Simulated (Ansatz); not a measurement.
Geometry optimisation, Ansatz 0.2.0, RKS PBE/STO-3G.

Input:

```yaml
crystal:
  periodic: [false, false, false]
  atoms:
    - { symbol: C, position_ang: [0.8895, -1.2314, 1.6601] }
    - { symbol: O, position_ang: [0.7676, 0.1295, 1.1224] }
    - { symbol: C, position_ang: [0.0196, 0.301, -0.142] }
    - { symbol: C, position_ang: [0.6413, -0.6742, -1.2063] }
    - { symbol: C, position_ang: [0.4318, 1.7239, -0.6011] }
    - { symbol: Si, position_ang: [-1.9186, 0.2159, 0.0167] }
    - { symbol: H, position_ang: [-0.1209, -1.6413, 1.7364] }
    - { symbol: H, position_ang: [1.5376, -1.7941, 1.0315] }
    - { symbol: H, position_ang: [1.2791, -1.1094, 2.6926] }
    - { symbol: H, position_ang: [0.1714, -0.4459, -2.1725] }
    - { symbol: H, position_ang: [0.2715, -1.7182, -0.9545] }
    - { symbol: H, position_ang: [1.681, -0.6544, -1.2401] }
    - { symbol: H, position_ang: [1.4689, 1.8561, -0.6965] }
    - { symbol: H, position_ang: [-0.0497, 2.0069, -1.5279] }
    - { symbol: H, position_ang: [0.1197, 2.4614, 0.1636] }
    - { symbol: H, position_ang: [-2.3003, -1.1363, 0.466] }
    - { symbol: H, position_ang: [-2.3996, 1.2263, 1.0035] }
    - { symbol: H, position_ang: [-2.5274, 0.4955, -1.3001] }
basis:
  gaussian: { orbitals: STO-3G }
hamiltonian:
  xc: pbe
relax:
  f_tol: 0.015
  max_steps: 40
output:
  orbitals: {}
```

Launched with:

```bash
$ ansatz run input.yaml --threads 1 --pin off --max-ram 2048MiB --backend cpu --events-out ev --progress --plain --runs-dir out
```

Problem. Where does it end, and by what steps?

Solution. The forces met the threshold. Limits of this set-up: minimal basis. After 11 steps the energy has fallen by 0.652 eV; H8 moved furthest, 0.54 Å.

| step | energy less start (eV) | largest force component (eV/Å) | accepted |
| --- | --- | --- | --- |
| 0 | 0.0000 | 4.956 | yes |
| 1 | -0.5677 | 1.008 | yes |
| 2 | -0.6334 | 0.395 | yes |
| 3 | -0.6389 | 0.178 | yes |
| 4 | -0.6421 | 0.045 | yes |
| 5 | -0.6452 | 0.137 | yes |
| 6 | -0.6472 | 0.161 | yes |
| 7 | -0.6494 | 0.117 | yes |
| 8 | -0.6509 | 0.077 | yes |
| 9 | -0.6516 | 0.058 | yes |
| 10 | -0.6520 | 0.022 | yes |
| 11 | -0.6520 | 0.004 | yes |

```xyz
18
Properties=species:S:1:pos:R:3
C 0.707 -1.107 1.734
O 0.931 0.201 1.093
C 0.123 0.304 -0.163
C 0.641 -0.688 -1.276
C 0.421 1.775 -0.629
Si -1.788 0.093 0.068
H -0.362 -1.276 2.021
H 1.033 -1.977 1.111
H 1.319 -1.098 2.662
H 0.151 -0.459 -2.242
H 0.420 -1.742 -1.023
H 1.735 -0.580 -1.407
H 1.510 1.912 -0.775
H -0.092 1.996 -1.584
H 0.081 2.503 0.132
H -2.171 -1.307 0.175
H -2.243 0.803 1.254
H -2.452 0.657 -1.098
```

Time of the run: 72 s on 1 thread of Intel(R) Xeon(R) Processor @ 2.70GHz (shared host), peak memory 0.15 GiB.
